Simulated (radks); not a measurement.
Results of a calculation; reference values are marked as such.
Species: Bi XXXVII. Configuration: [Kr] 4d10 4f1 (the NIST ground configuration).

Code: a radial shooting solver on a logarithmic mesh with Libxc functionals. Model: scalar-relativistic Kohn-Sham, SCAN, spin-polarised, spherical densities, finite nucleus; open shells are filled with parallel spins first (spin-orbit coupling, left out, can overturn this in heavy ions); meta-GGA in the generalised Kohn-Sham scheme; Fermi nuclear charge, rms radius 5.5211 fm.

Energy parts (hartree):
part                       energy
total                 -20806.5285
kinetic                23680.3331
electron-nucleus      -49413.4263
Hartree                 5263.8493
exchange-correlation    -337.2846

Orbitals (lengths in bohr, moments of r in powers of bohr; <r^-3> diverges for s and p1/2; r(max) is where P^2 peaks):
| orbital | occ. | eigenvalue (hartree) | r(max) | <r^-3> | <r> |
|---|---|---|---|---|---|
| 1s down | 1 | -3386.829 | 0.009660 | - | 0.01579 |
| 1s up | 1 | -3386.828 | 0.009660 | - | 0.01579 |
| 2s up | 1 | -653.1727 | 0.05616 | - | 0.06647 |
| 2s down | 1 | -653.1688 | 0.05616 | - | 0.06647 |
| 2p up | 3 | -566.3722 | 0.04691 | 31030 | 0.06055 |
| 2p down | 3 | -566.3690 | 0.04691 | 31030 | 0.06055 |
| 3s up | 1 | -198.1713 | 0.1580 | - | 0.1707 |
| 3s down | 1 | -198.1016 | 0.1580 | - | 0.1706 |
| 3p up | 3 | -173.1724 | 0.1584 | 7332 | 0.1726 |
| 3p down | 3 | -173.0982 | 0.1583 | 7339 | 0.1725 |
| 3d up | 5 | -148.1964 | 0.1293 | 878.9 | 0.1565 |
| 3d down | 5 | -148.1370 | 0.1293 | 879.7 | 0.1564 |
| 4s up | 1 | -81.54292 | 0.3449 | - | 0.3561 |
| 4s down | 1 | -81.44200 | 0.3450 | - | 0.3562 |
| 4p up | 3 | -72.66983 | 0.3601 | 2158 | 0.3722 |
| 4p down | 3 | -72.57486 | 0.3601 | 2154 | 0.3724 |
| 4d up | 5 | -62.88157 | 0.3577 | 248.7 | 0.3754 |
| 4d down | 5 | -62.78258 | 0.3578 | 248.1 | 0.3757 |
| 4f up | 1 | -53.02944 | 0.3014 | 59.46 | 0.3532 |

The highest occupied level is 4f up at -1443.0 eV. The electron density at the nucleus is 3.211e+06 e/bohr^3 (large components only). The spin density at the nucleus is -13.18 e/bohr^3 (1s 0.00, 2s -3.81, 3s -35.76, 4s 26.39). For comparison, the ionisation energy in NIST's Atomic Spectra Database is 1500 eV (theoretical). In exact Kohn-Sham theory the highest level is minus the ionisation energy, but local and semilocal functionals leave it too shallow, through self-interaction and a potential that decays too fast; potentials with the right tail come closer.

Empty levels of this run are not shown, since the potential may be unsettled where no density lies.
